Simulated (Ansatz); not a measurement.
The cluster Rb3Cl4, relaxed as a doublet with UKS PBE0-D4/def2-SVP in Ansatz, starting from the GFN1-xTB geometry. Force threshold 0.02 eV/Å.

In the def2 sets Rb takes a core potential; there is no spin–orbit coupling. The structure comes from a short search, and lower isomers may exist.

Start:

Cartesian coordinates in Å:
```
Rb -1.332 2.461 -0.061
Rb 2.470 0.203 0.757
Rb -0.581 -1.571 -1.045
Cl 1.971 -2.531 -0.028
Cl 0.913 1.397 -1.536
Cl -0.635 0.104 1.633
Cl -2.807 -0.063 0.280
```

```json
{"step": "1", "energy (eV)": "-52034.4788", "largest force component (eV/Å)": "0.831", "SCF passes": "16"}
{"step": "2", "energy (eV)": "-52034.7740", "largest force component (eV/Å)": "0.149", "SCF passes": "24"}
{"step": "3", "energy (eV)": "-52034.7982", "largest force component (eV/Å)": "0.063", "SCF passes": "23"}
{"step": "4 (rejected)", "energy (eV)": "-52034.7948", "largest force component (eV/Å)": "0.136", "SCF passes": "24"}
{"step": "5", "energy (eV)": "-52034.8067", "largest force component (eV/Å)": "0.019", "SCF passes": "23"}
{"step": "6", "energy (eV)": "-52034.8072", "largest force component (eV/Å)": "0.013", "SCF passes": "20"}
{"step": "7", "energy (eV)": "-52034.8074", "largest force component (eV/Å)": "0.007", "SCF passes": "16"}
```

Force components are those of the run's own axes.

End:

Cartesian coordinates in Å:
```
Rb -1.445 2.687 -0.104
Rb 2.517 0.100 0.791
Rb -0.444 -1.601 -1.191
Cl 2.148 -2.728 -0.096
Cl 0.849 1.352 -1.567
Cl -0.741 0.264 1.846
Cl -2.883 -0.074 0.321
```

By distances, no bond broke or formed. The bond that changes most is Rb3–Cl6, from 3.16 to 3.58 Å (atoms count from 1). The end is the same structure that another start reached, the lowest one found.

The force fell under the threshold at step 5, but the optimiser went on. No frequencies were taken in this run, so the end may be a saddle point.

Hardware: 4 threads of Intel Xeon Platinum 8488C on a shared host. Wall time 28 s, peak host memory 0.58 GiB.
